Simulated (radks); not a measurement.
Initial-state core-level shifts of the thallium ion Tl2+ when its valence configuration changes from [Xe] 4f14 5d10 6s1. Method: Dirac Kohn-Sham, LDA (Slater exchange, Perdew-Wang correlation), spin-unpolarised, spherical densities, finite nucleus; open shells fill j = l - 1/2 first; Fermi nuclear charge, rms radius 5.4759 fm; computed with a radial shooting solver on a logarithmic mesh with Libxc functionals. Shifts are changes of the shell-averaged eigenvalues in eV (positive: less bound); the change of the density at the nucleus, which sets a Mossbauer isomer shift, is in e/bohr^3, on a base of 2.512e+06.

| valence | 2p | 4p | 5s | 5p | density at nucleus |
|---|---|---|---|---|---|
| 4f13.5 5d10 6s1 6p0.5 | -10.064 | -9.592 | -4.903 | -4.186 | +125.3 |
| 4f14 5d9 6s2 | -4.297 | -4.175 | -3.894 | -3.656 | +301.7 |
| 4f14 5d9 6s1 6p1 | -5.539 | -5.437 | -5.135 | -4.881 | +54.9 |
| 4f14 5d10 6p1 | -1.262 | -1.284 | -1.270 | -1.257 | -237.6 |
| 4f13 5d10 6s2 | -19.117 | -18.074 | -8.608 | -7.185 | +508.4 |
| 4f13 5d9 6s2 6p1 | -24.998 | -23.800 | -13.944 | -12.242 | +592.7 |
| 4f13.5 5d10 6s1.5 | -9.432 | -8.949 | -4.269 | -3.558 | +246.8 |
| 4f13.5 5d8 6s1 6p2.5 | -21.913 | -21.139 | -15.673 | -14.390 | +245.3 |
| 4f14 5d9 6s0.5 6p1.5 | -6.147 | -6.055 | -5.743 | -5.481 | -71.9 |
